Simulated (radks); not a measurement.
The nuclear charge of neutral lutetium is varied continuously with 71 electrons held in [Xe] 4f14 5d1 6s2. Method: scalar-relativistic Kohn-Sham, PBE, spin-polarised, spherical densities, finite nucleus; open shells are filled with parallel spins first (spin-orbit coupling, left out, can overturn this in heavy ions); Fermi nuclear charge, rms radius 5.37 fm; computed with a radial shooting solver on a logarithmic mesh with Libxc functionals. By the Hellmann-Feynman theorem dE/dZ = E(electron-nucleus)/Z, the electronic potential at the nucleus (averaged over a nucleus of fixed radius). The scalar-relativistic energy here is not variational (the density holds large components alone), so the two differ by a part that grows with Z.

| Z | E (hartree) | E(electron-nucleus)/Z (hartree) | HOMO | e(HOMO) (eV) | <r> HOMO (bohr) |
|---|---|---|---|---|---|
| 70.8 | -14459.9089 | -503.178 | 5d | -0.637 | 3.270 |
| 70.9 | -14510.6369 | -504.263 | 5d | -1.263 | 3.052 |
| 71 | -14561.4752 | -505.346 | 5d | -1.951 | 2.890 |
| 71.1 | -14612.4237 | -506.429 | 5d | -2.689 | 2.761 |
| 71.2 | -14663.4823 | -507.511 | 5d | -3.472 | 2.654 |
| 71.3 | -14714.6509 | -508.592 | 5d | -4.295 | 2.564 |
| 71.4 | -14765.9297 | -509.674 | 5d | -5.155 | 2.485 |
| 71.5 | -14817.3185 | -510.755 | 5d | -6.050 | 2.416 |
| 71.6 | -14868.8173 | -511.836 | 5d | -6.977 | 2.354 |
| 71.7 | -14920.4262 | -512.917 | 5d | -7.934 | 2.298 |
| 71.8 | -14972.1451 | -513.998 | 5d | -8.921 | 2.248 |
| 71.9 | -15023.9741 | -515.079 | 5d | -9.935 | 2.202 |
| 72 | -15075.9132 | -516.161 | 5d | -10.976 | 2.159 |

The central difference of E at Z = 71 is -508.934 hartree, to compare with the third column; the second derivative is -11 hartree.
